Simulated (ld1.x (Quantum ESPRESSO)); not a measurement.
An all-electron radial function and its pseudo partner (cobalt)

Columns: radius, all-electron u(r) and pseudo u(r) of the 3d shell (level -8.77 eV) of cobalt in the configuration [Ar] 3d7 4s2 4p0; LDA (PZ), non-relativistic, TM scheme, ld1.x (Quantum ESPRESSO) 7.5.

| r (bohr) | all-electron | pseudo |
| --- | --- | --- |
| 0.160 | 0.2166 | 0.0490 |
| 0.320 | 0.6259 | 0.3141 |
| 0.480 | 0.8768 | 0.7255 |
| 0.640 | 0.9537 | 1.0163 |
| 0.800 | 0.9273 | 1.0563 |
| 0.960 | 0.8544 | 0.9385 |
| 1.120 | 0.7664 | 0.7951 |
| 1.280 | 0.6778 | 0.6818 |
| 1.440 | 0.5951 | 0.5952 |
| 1.600 | 0.5205 | 0.5205 |
| 1.760 | 0.4545 | 0.4545 |
| 1.920 | 0.3966 | 0.3966 |
| 2.080 | 0.3461 | 0.3461 |
| 2.240 | 0.3021 | 0.3021 |
| 2.400 | 0.2638 | 0.2638 |
| 2.560 | 0.2305 | 0.2305 |
| 2.720 | 0.2014 | 0.2014 |
| 2.880 | 0.1762 | 0.1762 |
| 3.040 | 0.1541 | 0.1541 |
| 3.200 | 0.1349 | 0.1349 |
| 3.360 | 0.1181 | 0.1181 |
| 3.520 | 0.1034 | 0.1034 |
| 3.680 | 0.0906 | 0.0906 |
| 3.840 | 0.0793 | 0.0793 |
| 4.000 | 0.0695 | 0.0695 |
| 4.160 | 0.0609 | 0.0609 |

**Question.** How many radial nodes do the two functions have?

**Answer.** The all-electron 3d function has n − l − 1 = 0; the pseudo-wave has 0.

**Question.** At about which radius was the pseudo-wave matched?

**Answer.** 1.55 bohr, where the columns begin to agree (steps of 0.16 bohr).

**Question.** Is the pseudo-wave norm-conserving?

**Answer.** Yes: the TM scheme keeps the norm inside the radius equal to the all-electron one, which fixes the energy derivative of the logarithmic derivative at the level.
